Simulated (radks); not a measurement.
The numbers below are computed, except where a source is named.
Problem. The oxygen ion O+, [He] 2s2 2p3. Level of theory: non-relativistic Kohn-Sham, exchange-only B88, spin-polarised, spherical densities, point nucleus (a radial shooting solver on a logarithmic mesh with Libxc functionals). Every spin shell is full or empty, so the densities are truly spherical. Functionals are evaluated on that one density, not self-consistently. Rank these orbital-free kinetic functionals by their error against the exact value of the orbitals, and give that value: Thomas-Fermi, von Weizsacker, TF + vW, LC94, revAPBEK, Perdew 92, Thakkar, Pearson, LKT, PG1, DePristo-Kress, Ernzerhof.

Solution. Exact: 74.3634 hartree. From best to worst, with 100 (|E| - |E exact|)/|E exact| (equal figures are ties): LC94 +0.13, Perdew 92 -0.18, Thakkar +0.18, DePristo-Kress -0.61, revAPBEK +0.82, Ernzerhof +1.19, Pearson -2.98, Thomas-Fermi -8.93, von Weizsacker -21.37, PG1 +36.56, LKT +43.34, TF + vW +69.70.
